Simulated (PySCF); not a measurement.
Isomers of C5H7O2P, mass 130.018 u with the commonest isotopes. Level of theory: PySCF, PBE0-D3(BJ)/def2-SVP geometry optimisation, gas phase. One conformer each, none proved a minimum here; rigid rotors.

Question: Order these by rotational constant B, largest first.
A. `[CH:1]#[C:2][P@@:3]([CH3:4])(=[O:5])[C:6]([CH3:7])=[O:8]` with C2–P3–C6–C7 -95°
B. `[CH3:1][O:2][c:3]1[cH:4][p:5][c:6]([CH3:7])[o:8]1` with C1–O2–C3–C4 178°
C. `[CH3:1][O:2][c:3]1[o:4][cH:5][p:6][c:7]1[CH3:8]` with C1–O2–C3–O4 -8°

Answer: C (1503 MHz), A (1439 MHz), B (1362 MHz).

Question: Order these by rotational constant C, largest first.
A. `[CH:1]#[C:2][P@@:3]([CH3:4])(=[O:5])[C:6]([CH3:7])=[O:8]` with C2–P3–C6–C7 -95°
B. `[CH3:1][O:2][c:3]1[cH:4][p:5][c:6]([CH3:7])[o:8]1` with C1–O2–C3–C4 178°
C. `[CH3:1][O:2][c:3]1[o:4][cH:5][p:6][c:7]1[CH3:8]` with C1–O2–C3–O4 -8°

Answer: A (1335 MHz), C (1008 MHz), B (964.7 MHz).

Question: Order these by dipole moment, largest first.
A. `[CH3:1][O:2][c:3]1[cH:4][p:5][c:6]([CH3:7])[o:8]1` with C1–O2–C3–C4 178°
B. `[CH:1]#[C:2][P@@:3]([CH3:4])(=[O:5])[C:6]([CH3:7])=[O:8]` with C2–P3–C6–C7 -95°
C. `[CH3:1][O:2][c:3]1[o:4][cH:5][p:6][c:7]1[CH3:8]` with C1–O2–C3–O4 -8°

Answer: A (2.83 D), C (2.46 D), B (2.24 D).

```json
{"SMILES": "COc1cpc(C)o1", "point group": "Cs", "Ia (u·Å²)": "159.13", "Ib (u·Å²)": "371.19", "Ic (u·Å²)": "523.88", "κ": "-0.64", "μa (D)": "1.66", "μb (D)": "2.29", "μc (D)": "0.03"}
{"SMILES": "C#C[P@@](C)(=O)C(C)=O", "point group": "C1", "Ia (u·Å²)": "252.18", "Ib (u·Å²)": "351.32", "Ic (u·Å²)": "378.59", "κ": "-0.69", "μa (D)": "0.68", "μb (D)": "1.64", "μc (D)": "1.37"}
{"SMILES": "COc1ocpc1C", "point group": "–", "Ia (u·Å²)": "172.01", "Ib (u·Å²)": "336.19", "Ic (u·Å²)": "501.43", "κ": "-0.49", "μa (D)": "2.37", "μb (D)": "0.65", "μc (D)": "0.13"}
```
